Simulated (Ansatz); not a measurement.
A nudged elastic band was laid between two geometries of F2H2Si + H2S (8 atoms, charge 0, multiplicity 1).

Level of theory: RKS BLYP/cc-pVDZ in Ansatz.

```
movable images  : 7
climbing image  : yes
spring          : 5.0 eV/Å²
optimiser       : quadratic models (default)
start path      : through a guess of the saddle point
force threshold : 0.05 eV/Å
iteration limit : 60
end points      : relaxed
```

First end point:

```xyz
8
Properties=species:S:1:pos:R:3
Si -0.923 0.588 -0.796
H -1.033 -0.878 -1.055
F -1.607 1.383 -2.076
F 0.686 1.005 -0.787
H -1.555 1.097 0.455
H 1.574 -2.071 1.201
S 1.185 -1.014 1.981
H 1.674 -0.110 1.077
```

Last end point:

```xyz
8
Properties=species:S:1:pos:R:3
Si -0.293 1.124 0.153
H -0.437 -2.722 -1.126
F -0.276 -0.332 -0.638
F 0.383 2.189 -0.915
H -1.700 1.519 0.441
H -0.494 -3.475 -1.270
S 0.826 1.030 1.991
H 1.991 0.668 1.365
```

**Question.** Which bonds break or form, and what moves?

**Answer.** Bonds broken: Si1–H2, H6–S7. Bonds formed: Si1–S7, H2–H6. F2H2Si + H2S becomes F2H2SSi + H2.

**Question.** Give the energies along the band, and the barrier.

**Answer.** The forces met the threshold. The highest image is number 4 of 0 to 8, 1.91 eV above the first end and 2.20 eV above the last; the last end lies 0.30 eV below the first. Neighbouring images differ by up to 1.7 eV, so the band resolves the path poorly. A vibrational analysis at the climbing image gives one clearly imaginary mode, 1101i cm⁻¹: a first-order saddle point. The orbitals stay closed-shell, which can raise the energy where a bond breaks towards radicals; this wasn't checked here.

```tsv
image	path coordinate (Å)	energy (eV)	Si1–H2 (Å)	H6–S7 (Å)	Si1–S7 (Å)
0	0.00	0.00	1.49	1.37	3.84
1	1.11	0.02	1.49	1.37	4.26
2	2.23	0.06	1.49	1.37	3.99
3	3.36	0.38	1.50	1.37	3.24
4	4.48	1.91	1.73	1.67	2.50
5	5.72	0.18	2.62	2.45	2.20
6	6.96	-0.24	3.28	3.56	2.16
7	8.20	-0.28	3.69	4.72	2.15
8	9.43	-0.30	4.06	5.72	2.15
```

**Question.** What is the geometry of the highest image?

**Answer.** 
```xyz
8
Properties=species:S:1:pos:R:3
Si -0.489 0.478 -0.316
H -0.492 -1.239 -0.483
F -0.792 0.440 -1.958
F 0.351 1.916 -0.322
H -1.725 0.592 0.505
H 0.103 -1.249 0.364
S 0.975 -0.403 1.513
H 2.068 -0.536 0.696
```

The run took 2.4 min on 2 threads of AMD EPYC 9R14 (Zen 4) (shared host), peak memory 0.14 GiB.
